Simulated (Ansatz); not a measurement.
The cluster PdS2⁺, relaxed as a doublet with UKS PBE-D4/def2-TZVP in Ansatz, starting from the GFN2-xTB geometry. Force threshold 0.02 eV/Å.

In the def2 sets Pd takes a core potential; there is no spin–orbit coupling. The structure comes from a short search, and lower isomers may exist.

Start:

```xyz
3

Pd    0.577    0.509   -1.108
S    -1.148    0.108    0.274
S     0.571   -0.618    0.834
```

**Question.** Estimate the energy that the relaxation releases and the steps that it takes.

**Answer.** 0.8 kJ/mol, in 3 steps; 6 s on 4 threads of Intel Xeon on a shared host. No frequencies were taken in this run, so the end may be a saddle point.

**Question.** Does the start keep its bonding and symmetry?

**Answer.** By distances, no bond broke or formed. The bond that changes most is Pd1–S2, from 2.25 to 2.27 Å (atoms count from 1). Point group C2v at the start, C2v at the end, both within 0.05 Å.

**Question.** Predict the relaxed structure.

**Answer.** 
```xyz
3

Pd    0.585    0.517   -1.125
S    -1.147    0.102    0.284
S     0.562   -0.620    0.841
```
Bond lengths: 2 × Pd–S 2.27 Å; 1 × S–S 1.94 Å.
